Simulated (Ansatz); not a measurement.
Dimer: H4Sn (SMILES [SnH4]) (first 5 atoms) with HF (SMILES F); geometry from B3LYP-D3(BJ)/def2-TZVP.
(charge 0, multiplicity 1):
```xyz
7

Sn     0.1492     0.2715     0.1369
H     -1.4909     0.3175    -0.3203
H      0.3453    -0.9630     1.3251
H      1.1387    -0.1504    -1.1863
H      0.6431     1.7522     0.8185
F     -1.0315    -0.6941     3.5441
H     -0.4964    -0.9005     2.8090
```

Basis-set superposition error: the interaction energy with monomers in their own basis, and in the dimer's basis (counterpoise).

Run with Ansatz (Gaussian basis) for Hartree–Fock, density functionals and correlated methods.  In def2 rows elements past Kr take small-core potentials, without spin–orbit coupling.

| level | uncorrected (kcal/mol) | counterpoise (kcal/mol) | difference |
|---|---|---|---|
| HF/def2-TZVPPD | -0.22 | -0.19 | 0.03 |
| r2SCAN/def2-TZVPPD | -2.38 | -2.34 | 0.04 |
| B97M-V/def2-TZVPPD | -2.50 | -2.46 | 0.03 |
| B3LYP/def2-TZVPPD | -1.82 | -1.79 | 0.03 |
| PBE0/def2-TZVPPD | -2.20 | -2.17 | 0.03 |
| BHLYP/def2-TZVPPD | -1.85 | -1.82 | 0.03 |
| wB97X-V/def2-TZVPPD | -2.18 | -2.15 | 0.03 |
| B2PLYP/def2-TZVPPD | -1.93 | -1.82 | 0.12 |
| MP2/def2-SVPD | -2.46 | -1.43 | 1.03 |
| MP2/def2-TZVPPD | -2.09 | -1.76 | 0.33 |

The error is largest for MP2/def2-SVPD (1.03 kcal/mol) and smallest for BHLYP/def2-TZVPPD (0.03 kcal/mol).

Ansatz is a program for electronic structure.
